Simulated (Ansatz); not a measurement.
The cluster Si₅F₃, relaxed as a doublet with UKS B3LYP-D4/def2-SVP in Ansatz, starting from the GFN1-xTB geometry. Force threshold 0.02 eV/Å.

Another isomer (doublet) lies 1.71 eV lower at PBE0-D4/def2-TZVP; other spin states weren't run for this one.

Start:

| atom | x (Å) | y (Å) | z (Å) |
| --- | --- | --- | --- |
| Si1 | -0.0636 | -0.4824 | -0.1705 |
| Si2 | -1.7887 | 0.8078 | 0.9361 |
| Si3 | 2.0512 | -1.4248 | 0.1999 |
| Si4 | 0.4947 | -2.7739 | -0.7459 |
| Si5 | -0.8853 | 1.6375 | -0.9872 |
| F6 | 3.5377 | -1.1068 | 0.7544 |
| F7 | -2.7311 | 0.7106 | 2.2548 |
| F8 | -0.6149 | 2.6320 | -2.2416 |

**Question.** Estimate the energy that the relaxation releases and the steps that it takes.

**Answer.** 4.3 kcal/mol, in 10 steps; 31 s on 4 threads of Arm Neoverse V2 on a shared host. The force fell under the threshold at step 7, but the optimiser went on. No frequencies were taken in this run, so the end may be a saddle point.

**Question.** Does the start keep its bonding?

**Answer.** By distances, no bond broke or formed. The bond that changes most is Si2–Si5, from 2.28 to 2.17 Å (atoms count from 1).

**Question.** Predict the relaxed structure.

**Answer.** 
```xyz
8

Si   -0.006   -0.481   -0.198
Si   -1.674    0.759    0.884
Si    2.012   -1.456    0.219
Si    0.576   -2.697   -0.863
Si   -0.913    1.525   -0.997
F     3.459   -1.182    0.913
F    -2.616    0.875    2.204
F    -0.837    2.656   -2.163
```
Bond lengths: 6 × Si–Si 2.17 to 2.39 Å; 3 × F–Si 1.63 Å.
